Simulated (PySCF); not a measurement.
# Substituent effects on chemical shifts

Parent skeleton `[CH:1]1=[CH:2][CH2:3][SiH2:4][CH2:5]1`; one hydrogen on atom 3 is replaced by X. Hydrogens on one atom are averaged.

Non-relativistic, one computed conformer, in vacuum. PBE0-D3(BJ)/def2-SVP structure; PBE0/pcSseg-1 with gauge-including orbitals; PySCF.

Scale: 13C (184.41 ppm) and 29Si (351.99 ppm) and 1H (31.27 ppm) vs TMS (reference shieldings calculated alike).

Parent (X = H): C1 140.9, C2 140.9, C3 14.7, Si4 -28.2, C5 14.7, H(C1) 6.08, H(C2) 6.08, H(C3) 1.67, H(Si4) 4.30 ppm. Effects are Δδ = δ(X) − δ(H), positive for deshielding.

**Question.** Give Δδ (ppm) for X = CHF2, tBu, OC2H5, OSiH3, 2-furyl, CCl3, 2-thienyl, CH2CN.

**Answer.** 
| X | SMILES | C1 | C2 | C3 | Si4 | C5 | H(C1) | H(C2) | H(C3) | H(Si4) |
| --- | --- | --- | --- | --- | --- | --- | --- | --- | --- | --- |
| CHF2 | FC(F)[C@H]1C=CC[SiH2]1 | +3.6 | -2.4 | +24.0 | +2.0 | +0.5 | +0.15 | -0.06 | +1.01 | +0.00 |
| tBu | CC(C)(C)[C@H]1C=CC[SiH2]1 | +0.4 | +3.3 | +30.1 | -1.0 | +0.0 | +0.04 | +0.07 | +0.26 | +0.02 |
| OC2H5 | CCO[C@H]1C=CC[SiH2]1 | -0.1 | +4.0 | +62.4 | -0.7 | -0.8 | -0.01 | +0.22 | +2.46 | -0.01 |
| OSiH3 | [SiH3]O[C@@H]1C=CC[SiH2]1 | -0.3 | +5.6 | +56.7 | +3.7 | +0.0 | -0.01 | +0.24 | +2.77 | +0.04 |
| 2-furyl | C1=C[C@H](c2ccco2)[SiH2]C1 | +2.7 | +0.0 | +17.2 | +7.3 | -0.1 | +0.18 | +0.04 | +1.87 | -0.03 |
| CCl3 | ClC(Cl)(Cl)[C@H]1C=CC[SiH2]1 | +6.9 | -0.7 | +46.4 | +7.1 | +0.2 | +0.30 | +0.13 | +1.58 | +0.22 |
| 2-thienyl | C1=C[C@H](c2cccs2)[SiH2]C1 | +1.3 | +2.9 | +18.6 | +13.8 | +0.2 | +0.18 | +0.00 | +1.86 | -0.03 |
| CH2CN | N#CC[C@@H]1C=CC[SiH2]1 | +1.1 | +2.7 | +12.3 | +9.0 | +0.4 | +0.10 | +0.31 | +0.58 | -0.11 |

**Question.** Which position responds most, and to which substituents?

**Answer.** C3: from +12.3 ppm with CH2CN to +62.4 ppm with OC2H5.
